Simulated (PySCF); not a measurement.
C3H6BFO2, SMILES OB(O)[C@@H]1C[C@@H]1F. Geometry optimised at B3LYP-D3(BJ)/def2-SVP. The structure was generated by enumeration; whether it is a known compound was not checked. One conformer was computed; it need not be the lowest.

Computed equilibrium geometry at B3LYP-D3(BJ)/def2-SVP (PySCF confirms it by a frequency run) as Cartesian coordinates in Å (one conformer of several):
```xyz
13

O      1.3110     0.6695    -1.0446
B      1.0791    -0.2393    -0.0610
O      2.1103    -0.5563     0.7833
C     -0.3476    -0.8841     0.0684
C     -1.4288    -0.5098    -0.9481
C     -1.5033     0.0126     0.4354
F     -1.2451     1.3376     0.6598
H      2.2018     1.0403    -0.9917
H      1.8624    -1.1802     1.4745
H     -0.4028    -1.8919     0.4981
H     -1.1194     0.1971    -1.7223
H     -2.1537    -1.2662    -1.2614
H     -2.2699    -0.3586     1.1246
```
